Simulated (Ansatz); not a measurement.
`C[O][Zr]([F])([F])[Br]`. Charge 0, multiplicity 1. Correlated methods include outer-core shells of Br, Zr, which these sets cover unevenly. Scalar relativity is left out up to krypton. Zr: def2 effective core potential.

```xyz
9

C     0.9734    0.9852   -1.0077
O     0.1530    0.2370   -0.1604
Zr   -0.9377   -0.7993    0.9662
F    -0.5590   -0.3369    2.7696
F    -2.7556   -0.4029    0.5824
Br   -0.4522   -3.2353    0.5524
H     1.5974    0.3160   -1.6057
H     1.6190    1.6417   -0.4188
H     0.3617    1.5945   -1.6780
```

Q: Give the diagnostics of a CCSD(T)/def2-TZVPP run (frozen core, the Gaussian-basis code of Ansatz). (Estimate.)

A: Computed: T1 = 0.0153, largest single amplitude 0.033, largest double 0.024, (T) share of the correlation energy 3.7 %, 10 CCSD cycles. The RHF solution is stable towards an unrestricted one. T1 lies under the customary mark of 0.02 for closed shells.
